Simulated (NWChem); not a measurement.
AlSiH5O; SMILES [OH][AlH][SiH3]

```xyz
8

Al    -0.4497    -0.7186     0.0017
H     -1.9362    -1.2909     0.0379
O      0.8567    -1.8179    -0.0184
H      0.7902    -2.7746    -0.0075
Si     0.1784     1.6459    -0.0108
H      0.7073     2.0642     1.3287
H     -0.9925     2.5281    -0.3214
H      1.2462     1.9292    -1.0223
```
Atoms are numbered in this order, from 1.

Results from NWChem. Coordinates come from a PBE0/def2-SVP optimisation. Core excitations by TDA in a window of 1s orbitals, non-relativistic and unshifted: absolute energies depend strongly on the exact-exchange share.

```tsv
level	first 1s excitation (eV)	dipole oscillator strength of the first	first state with f > 0.002 (eV)	dipole oscillator strength of that state
Si K edge, BHandHLYP/def2-TZVP	(withheld)	(withheld)	(withheld)	0.0030
Al K edge, BHandHLYP/def2-TZVP	1544.4	0.0080	1544.4	0.0080
Al K edge, PBE/def2-TZVP	1504.6	0.0031	1504.6	0.0031
```

### Question
Complete the blanks.

### Answer

- Si K edge, BHandHLYP/def2-TZVP, first 1s excitation (eV): 1822.3
- Si K edge, BHandHLYP/def2-TZVP, dipole oscillator strength of the first: 0.0014
- Si K edge, BHandHLYP/def2-TZVP, first state with f > 0.002 (eV): 1823.1
